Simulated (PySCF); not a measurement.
CH$_{2}$Cl, charge -1, singlet, geometry from GFN2-xTB; HF/cc-pVDZ run with PySCF.

Input for PySCF:
```python
from pyscf import gto, scf

mol = gto.Mole()
mol.atom = '''
    C     0.00376299    0.16217920   -1.24958859
    Cl   -0.00156201    0.00018286    0.61906895
    H     0.88406358   -0.49140260   -1.51109367
    H    -0.88008742   -0.48478128   -1.51554685
'''
mol.basis = 'cc-pvdz'
mol.charge = -1
mol.verbose = 4
mol.build()

mf = scf.RHF(mol)
mf.DIIS = scf.ADIIS
mf.kernel()
mf.analyze()
```

Output, abridged:

```
PySCF version 2.14.0

[INPUT] verbose = 4
[INPUT] num. atoms = 4
[INPUT] num. electrons = 26
[INPUT] charge = -1
[INPUT] spin (= nelec alpha-beta = 2S) = 0
[INPUT] symmetry False subgroup None
[INPUT] Mole.unit = angstrom
[INPUT] Symbol           X                Y                Z      unit          X                Y                Z       unit  Magmom
[...]
nuclear repulsion = 42.3384736956647
number of shells = 16
number of NR pGTOs = 81
number of NR cGTOs = 42
basis = cc-pvdz
ecp = {}

******** <class 'pyscf.scf.hf.RHF'> ********
method = RHF
initial guess = minao
damping factor = 0
level_shift factor = 0
DIIS = <class 'pyscf.scf.diis.ADIIS'>
diis_start_cycle = 1
diis_space = 8
diis_damp = 0
SCF conv_tol = 1e-09
SCF conv_tol_grad = None
SCF max_cycles = 50
direct_scf = True
direct_scf_tol = 1e-13
Set gradient conv threshold to 3.16228e-05
Initial guess from minao.
init E= -498.26970420441
[...]
cycle= 1 E= -498.431763461897  delta_E= -0.162  |g|= 0.241  |ddm|= 1.71
[...]
cycle= 2 E= -498.449997992979  delta_E= -0.0182  |g|= 0.0735  |ddm|= 0.374
[...]
cycle= 3 E= -498.451913623499  delta_E= -0.00192  |g|= 0.025  |ddm|= 0.128
[...]
cycle= 4 E= -498.45226886351  delta_E= -0.000355  |g|= 0.0112  |ddm|= 0.0669
[...]
cycle= 5 E= -498.45236383791  delta_E= -9.5e-05  |g|= 0.00519  |ddm|= 0.036
[...]
cycle= 6 E= -498.452394903291  delta_E= -3.11e-05  |g|= 0.00314  |ddm|= 0.0215
[...]
cycle= 7 E= -498.452406067257  delta_E= -1.12e-05  |g|= 0.00178  |ddm|= 0.0124
[...]
cycle= 8 E= -498.45241025076  delta_E= -4.18e-06  |g|= 0.00114  |ddm|= 0.00756
[...]
cycle= 9 E= -498.452411853929  delta_E= -1.6e-06  |g|= 0.00069  |ddm|= 0.00447
[...]
cycle= 10 E= -498.452412476513  delta_E= -6.23e-07  |g|= 0.00044  |ddm|= 0.00275
[...]
cycle= 11 E= -498.4524127205  delta_E= -2.44e-07  |g|= 0.000273  |ddm|= 0.00166
[...]
cycle= 12 E= -498.452412816731  delta_E= -9.62e-08  |g|= 0.000174  |ddm|= 0.00103
[...]
cycle= 13 E= -498.452412854865  delta_E= -3.81e-08  |g|= 0.000109  |ddm|= 0.000631
[...]
cycle= 14 E= -498.452412870028  delta_E= -1.52e-08  |g|= 6.93e-05  |ddm|= 0.000394
[...]
cycle= 15 E= -498.45241287607  delta_E= -6.04e-09  |g|= 4.37e-05  |ddm|= 0.000243
[...]
cycle= 16 E= -498.452412878483  delta_E= -2.41e-09  |g|= 2.78e-05  |ddm|= 0.000153
[...]
cycle= 17 E= -498.452412879043  delta_E= -5.6e-10  |g|= 2.24e-05  |ddm|= 4.99e-05
[...]
Extra cycle  E= -498.452412879674  delta_E= -6.31e-10  |g|= 1.42e-05  |ddm|= 7.66e-05
converged SCF energy = -498.452412879674
**** SCF Summaries ****
Total Energy =                        -498.452412879673602
Nuclear Repulsion Energy =              42.338473695664653
One-electron Energy =                 -778.534457612563074
Two-electron Energy =                  237.743571037224797
Two-electron Coulomb Energy =          271.378831346090976
DFT Exchange-Correlation Energy =      -33.635260308866179
HOMO-LUMO gap [eV] =                    12.446764872416132
**** MO energy ****
[...]
 ** Mulliken pop on meta-lowdin orthogonal AOs  **
 ** Mulliken pop  **
 ** Mulliken atomic charges  **
charge of    0C =     -0.60231
charge of    1Cl =     -0.40153
charge of    2H =      0.00192
charge of    3H =      0.00192

WARN: System has nonzero charge -1; the dipole moment is origin-dependent.
Location of origin: [0. 0. 0.]

Dipole moment(X, Y, Z, Debye): -0.01145, -1.63454,  2.10395
```
